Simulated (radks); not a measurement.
Q: All-electron atom: Ca4+ in [He] 2s1 2p6 3s2 3p5 (not the ground configuration). All-electron calculation, scalar-relativistic Kohn-Sham, LDA (Slater exchange, Perdew-Wang correlation), spin-polarised, spherical densities, finite nucleus; open shells are filled with parallel spins first; Fermi nuclear charge, rms radius 3.4776 fm. Program: a radial shooting solver on a logarithmic mesh with Libxc functionals. Some entries of the table are withheld. Estimate them.

orbital,occ.,eigenvalue (hartree),<1/r> (bohr^-1)
1s up,1,-148.5388,19.71
1s down,1,-148.3971,19.70
2s up,1,-18.36562,(1)
2s down,0,-18.16422,(2)
2p up,3,-15.56426,4.015
2p down,3,-15.37395,4.013
3s up,1,-3.78814,1.333
3s down,1,-3.71643,1.324
3p up,3,-3.04365,1.238
3p down,2,-2.97779,1.228

A: 
(1) 2s up <1/r> (bohr^-1): 4.105
(2) 2s down <1/r> (bohr^-1): 4.097
